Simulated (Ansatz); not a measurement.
Ge(CN)2H2 (C₂H₂GeN₂), relaxed as a singlet with RKS r2SCAN-D4/def2-SVP in Ansatz, starting from the GFN2-xTB geometry. Force threshold 0.02 eV/Å.

Start:

Cartesian coordinates in Å:
```
Ge -0.562 0.000 -0.209
C 0.452 -1.530 0.328
N 1.019 -2.470 0.649
C 0.549 1.537 0.035
N 1.192 2.473 0.172
H -1.754 0.118 0.686
H -0.896 -0.128 -1.660
```

```
step  energy (eV)  largest force component (eV/Å)  SCF passes
   1  -61589.1040                           2.622          26
   2  -61589.1698                           0.252          30
   3  -61589.1707                           0.021          32
   4  -61589.1707                           0.012          24
```

Force components are those of the run's own axes.

End:

```tsv
atom	x (Å)	y (Å)	z (Å)
Ge1	-0.575	-0.001	-0.212
C2	0.454	-1.523	0.330
N3	1.045	-2.471	0.655
C4	0.553	1.527	0.038
N5	1.215	2.474	0.180
H6	-1.785	0.125	0.702
H7	-0.907	-0.131	-1.692
```

By distances, no bond broke or formed. The bond that changes most is Ge1–H7, from 1.50 to 1.52 Å (atoms count from 1).

No frequencies were taken in this run, so the end may be a saddle point.

Hardware: 2 threads of Arm Neoverse V2 on a shared host. Wall time 11 s.
